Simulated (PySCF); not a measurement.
# Excitation energies in several basis sets

Species: B₃FH₅N₃.
SMILES with atom numbers: `[F:1][B:2]1[NH:3][BH:4][NH:5][BH:6][NH:7]1` (hydrogens: H8 on N3; H9 on B4; H10 on N5; H11 on B6; H12 on N7)

Structure used (PBE0-D3(BJ)/def2-SVP), in Å, numbered top down from 1:
```
atom  x, y, z in Å
F1    -2.6270    0.6393    0.9372
B2    -1.3963    0.3311    0.5042
N3    -0.9450   -1.0195    0.5039
B4     0.3595   -1.3736    0.0494
N5     1.2041   -0.3180   -0.4094
B6     0.7958    1.0501   -0.4282
N7    -0.5181    1.3499    0.0367
H8    -1.5706   -1.7427    0.8352
H9     0.7338   -2.5232    0.0530
H10    2.1329   -0.5495   -0.7351
H11    1.5339    1.9219   -0.8231
H12   -0.8418    2.3087    0.0385
```

TDDFT with PBE0 (PySCF), vertical singlets, core orbitals frozen in the response, spherical d and f functions. Geometry: PBE0-D3(BJ)/def2-SVP; no solvent, vibrations or thermal averaging.

```csv
basis,functions,diffuse,S1 (eV),S2 (eV),S3 (eV),S4 (eV),S5 (eV),LUMO (eV),α (au)
6-31G*,108,no,7.12,7.86,8.01,8.39,8.49,0.72,48.8
def2-SVP,123,no,7.09,7.83,7.92,8.34,8.47,0.44,51.0
6-31+G*,136,yes,6.98,7.15,7.34,7.52,7.63,0.13,56.2
def2-SVPD,183,yes,6.96,7.38,7.59,7.66,7.77,0.10,59.9
aug-cc-pVDZ,206,yes,6.89,7.03,7.24,7.44,7.55,-0.06,61.0
def2-TZVP,247,no,6.98,7.67,7.67,7.79,7.88,0.20,57.9
```

**Question.** Compare the sets with the largest diffuse one.

**Answer.** States are compared by their number. Against the largest diffuse basis here (aug-cc-pVDZ, itself not a converged limit), sets without diffuse functions differ by up to 0.23 eV in S1 and 0.94 eV in S5; the smaller diffuse sets differ by up to 0.09 and 0.22 eV. State by state, the largest deviation of a set without diffuse functions is S1 0.23, S2 0.83, S3 0.77, S4 0.95, S5 0.94 eV. The same number needn't mean the same state in each row. Against aug-cc-pVDZ the polarisability deviates by -20% in 6-31G*, -16% in def2-SVP, -8% in 6-31+G*, -2% in def2-SVPD, -5% in def2-TZVP. A single + in a Pople set puts diffuse functions on heavy atoms only.

Without π bonds the low states may be Rydberg-like; a valence basis with one diffuse set may place them up to an eV too high.
